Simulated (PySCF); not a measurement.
Geometries of 2 isomers of C4H8BCl, from PySCF, PBE0-D3(BJ)/def2-SVP geometry optimisation, gas phase. One conformer each, no zero-point energy, no frequencies.

Question: Which is lower in electronic energy at this level?
A.
```xyz
14
angstrom
B     -1.988    0.663    1.024
C     -1.170   -0.151   -0.023
C      0.296   -0.383    0.296
Cl     1.001   -1.584   -0.871
C      1.103    0.871    0.226
C      1.735    1.414    1.267
H     -1.585    0.822    2.154
H     -3.082    1.084    0.730
H     -1.706   -1.126   -0.047
H     -1.292    0.242   -1.047
H      0.405   -0.846    1.287
H      1.131    1.358   -0.756
H      1.724    0.939    2.253
H      2.287    2.352    1.171
```
B.
```xyz
14
angstrom
Cl     0.866    4.799    3.280
B      0.692    3.253    2.464
C     -0.670    2.563    2.105
C     -0.239    1.421    1.170
C      1.170    1.024    1.631
C      1.875    2.344    1.981
H     -1.059    2.153    3.060
H     -1.463    3.220    1.718
H     -0.937    0.569    1.161
H     -0.191    1.798    0.133
H      1.094    0.400    2.539
H      1.706    0.421    0.881
H      2.266    2.827    1.063
H      2.733    2.258    2.664
```

Answer: B. That is `ClB1CCCC1`, 72.9 kcal/mol below the other.

```tsv
SMILES	atoms numbered as above	E (Eh)	relative (kcal/mol)	relative (kJ/mol)	dipole (D)
ClB1CCCC1	[Cl:1][B:2]1[CH2:3][CH2:4][CH2:5][CH2:6]1	-641.70858	0.0	0.0	1.25
BC[C@@H](Cl)C=C	[BH2:1][CH2:2][C@@H:3]([Cl:4])[CH:5]=[CH2:6]	-641.59234	72.9	305.2	1.42
```

As drawn, the higher has a C=C bond outside aromatic rings, which the lower lacks.
